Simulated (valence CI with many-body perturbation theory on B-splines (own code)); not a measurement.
A CI+MBPT run for Sc VII

Computed by valence CI with perturbative core correlation (CI+MBPT): five valence electrons over a frozen Dirac-Fock core [Ne], radial functions for each j: 9 s, 9 p, 8 d, 6 f, 3 g, 1 h, with the one-electron correlation potential Σ1 (screened to all orders), the two-electron term Σ2, the three-electron term Σ3, Breit, model QED; selected single and double excitations, second order for the rest, scaled by the run's own slope (own B-spline code, finite nucleus).

Command, and the settings that its task file holds:

```sh
python run_cv.py task.json out
```

```
atom Sc  Z=21  mass_number=45  rms_radius_fm=3.5459
core [Ne]
valence 3s2 3p3
avg = 1
basis = M
breit = 1
cap = 40000
capref = 1200
cscale = 1
de = 0.0
dress = 0
eps = 2e-08
extrap = 1
h = 0.27
hh = 1
l2 = 3
lcore = 6
maxit = 60
n2 = 5
natural = 1
nlev = 45
nno = [5, 5, 5, 4, 2, 1]
nroot = 26
nsp = [4, 4, 3, 2, 1, 0]
pt2 = 1
qed = 1
rpa = 1
s1 = 1
s2 = 1
s3 = 1
screen = 1
tol = 2e-05
whole = 1
```

Q: Roughly how long does this run take on one core of Intel(R) Xeon(R) Processor @ 2.30GHz, and how much memory?

A: 6.3 min on 1 thread of Intel(R) Xeon(R) Processor @ 2.30GHz, with other jobs on the host, peak memory 1.3 GiB.

Log. The first blocks belong to the next ion, which gives the ionisation energy. Fields: 2J, parity (1 odd), roots, reference size, generating configurations, candidates as configurations/state functions, variational space P, stored matrix elements, Davidson steps; e2 is the range of second-order energies in hartree. The first line gives the box (bohr), its intervals, the orbitals and the steps of their self-consistent field. Window is the range of levels sought, series limit the energy at which the first omitted orbital would enter, core excitation an estimate of the first excitation out of the core, left out the lowest levels not solved, and shifts from estimates the range by which levels moved from their first estimate, all in cm⁻¹.

```
rmax 16.4 intervals 65 orbitals 63 references ['3s2 3p3', '3s 3p4', '3s2 3p2 3d', '3p5', '3s 3p3 3d'] scf 7 t 1.2
2J=0 par=0 roots 2 ref 29 generators 12 cand 2795/4030 P 2820/4059 nnz 1.5e+06 it 9
2J=0 par=0 roots 2 ref 29 generators 26 cand 3339/5519 P 6159/9578 nnz 5e+06 it 9
   second order: generators 57 cand 42246/85503 e2 -0.00008 -0.00008
2J=2 par=0 roots 2 ref 50 generators 14 cand 1369/3941 P 1397/3991 nnz 2.1e+06 it 8
2J=2 par=0 roots 2 ref 50 generators 36 cand 4317/16091 P 5714/20082 nnz 2.8e+07 it 9
   second order: generators 74 cand 53982/256281 e2 -0.00029 -0.00014
2J=4 par=0 roots 2 ref 68 generators 13 cand 1389/3932 P 1424/4000 nnz 2.3e+06 it 6
2J=4 par=0 roots 2 ref 68 generators 26 cand 3768/16072 P 5192/20072 nnz 3.1e+07 it 6
   second order: generators 58 cand 45854/293978 e2 -0.00023 -0.00017
reference levels 586, estimated 115, window 396493 1/cm; series limit 935830, core excitation 3173390
2J=3 par=1 roots 6 ref 63 generators 26 cand 1296/5470 P 1879/7998 nnz 6.6e+06 it 8
2J=3 par=1 roots 6 ref 63 generators 45 cand 5085/31984 P 6964/39982 nnz 9.6e+07 it 10
   second order: generators 107 cand 124279/1811464 e2 -0.00276 -0.00049
2J=5 par=1 roots 3 ref 54 generators 19 cand 1131/5450 P 1622/7989 nnz 7.1e+06 it 6
2J=5 par=1 roots 3 ref 54 generators 37 cand 4417/31019 P 6039/39008 nnz 9.7e+07 it 12
   second order: generators 90 cand 119629/2237984 e2 -0.00335 -0.00099
2J=1 par=1 roots 4 ref 41 generators 23 cand 1681/5469 P 2479/7989 nnz 5.3e+06 it 8
2J=1 par=1 roots 4 ref 41 generators 41 cand 6979/31918 P 9458/39907 nnz 8.2e+07 it 9
   second order: generators 97 cand 121307/1034212 e2 -0.00100 -0.00041
2J=5 par=0 roots 11 ref 95 generators 37 cand 1167/5389 P 1883/7976 nnz 6.1e+06 it 10
2J=5 par=0 roots 11 ref 95 generators 88 cand 4541/31898 P 6424/39874 nnz 9.3e+07 it 11
   second order: generators 200 cand 201590/3508323 e2 -0.00520 -0.00189
2J=3 par=0 roots 12 ref 98 generators 36 cand 1232/5384 P 1980/7967 nnz 5.7e+06 it 9
2J=3 par=0 roots 12 ref 98 generators 91 cand 4987/31906 P 6967/39873 nnz 9e+07 it 11
   second order: generators 198 cand 210607/2943629 e2 -0.00529 -0.00127
2J=1 par=0 roots 9 ref 66 generators 35 cand 1752/5438 P 2765/7978 nnz 5.1e+06 it 9
2J=1 par=0 roots 9 ref 66 generators 91 cand 7307/32000 P 10072/39978 nnz 7.5e+07 it 9
   second order: generators 193 cand 184080/1492177 e2 -0.00180 -0.00040
2J=7 par=0 roots 5 ref 62 generators 16 cand 1260/5397 P 1912/7953 nnz 6e+06 it 9
2J=7 par=0 roots 5 ref 62 generators 56 cand 3720/32021 P 5632/39974 nnz 1.1e+08 it 10
   second order: generators 124 cand 148615/3148767 e2 -0.00284 -0.00209
2J=9 par=0 roots 2 ref 34 generators 9 cand 1343/5891 P 2195/8408 nnz 6.7e+06 it 6
2J=9 par=0 roots 2 ref 34 generators 30 cand 3920/31524 P 6115/39932 nnz 1.1e+08 it 8
   second order: generators 78 cand 110806/2262910 e2 -0.00161 -0.00135
2J=7 par=1 roots 2 ref 36 generators 15 cand 820/5454 P 1321/7934 nnz 7e+06 it 6
2J=7 par=1 roots 2 ref 36 generators 32 cand 3883/31186 P 5204/39120 nnz 1e+08 it 9
   second order: generators 70 cand 106902/2265824 e2 -0.00261 -0.00104
2J=9 par=1 roots 2 ref 16 generators 16 cand 966/5495 P 1572/7991 nnz 7.1e+06 it 5
2J=9 par=1 roots 2 ref 16 generators 26 cand 4194/31086 P 5766/39077 nnz 1e+08 it 7
   second order: generators 54 cand 89164/1840854 e2 -0.00235 -0.00073
left out: unestimated 569466, estimated 440434, shifts from estimates -202 to 315
operators 0.7
```

The Davidson iterations converged.

No measured spectrum was set against this ion. As an estimate, levels hold to about 100 cm⁻¹ or 0.05 % of their energy and the worst to 300 or 400 cm⁻¹, as in measured light ions of charge 2 to 7. Among the levels kept, up to 850 cm⁻¹ of a level comes from second order outside the variational space, and about a tenth of that is noise between levels of different J, which matters for small intervals.

```yaml
Valence_energy: -34.93983 hartree
Ionisation_energy: "136.59 eV (NIST: 137.99 ± 0.25 eV (semi-empirical))"
Reference_configurations_for_the_orbitals: 3s2 3p3, 3s 3p4, 3s2 3p2 3d, 3p5, 3s 3p3 3d
Radial_orbitals: 63
Box_radius: 16.37 bohr
Largest_variational_space: 39982
Lowest_levels: 3s2 3p3 4S°_3/2 0.000, 3s2 3p3 2D°_3/2 3.693, 3s2 3p3 2D°_5/2 3.777, 3s2 3p3 2P°_1/2 6.161, 3s2 3p3 2P°_3/2 6.274, 3s 3p4 4P_5/2 21.697, 3s 3p4 4P_3/2 22.033, 3s 3p4 4P_1/2 22.210, 3s 3p4 2D_3/2 26.920, 3s 3p4 2D_5/2 26.958, 3s2 3p2 3d 2P_3/2 [a] 31.059, 3s2 3p2 3d 2P_1/2 [a] 31.378, 3s 3p4 2S_1/2 32.506, 3s2 3p2 3d 4F_3/2 34.306 eV
```

Names give the largest LS component (configuration and term), which can be under half, so a name can repeat, a term be missing and a line seem to break the LS rules; names also repeat where a configuration has a term twice. Letters in brackets count levels of one name in rising energy.
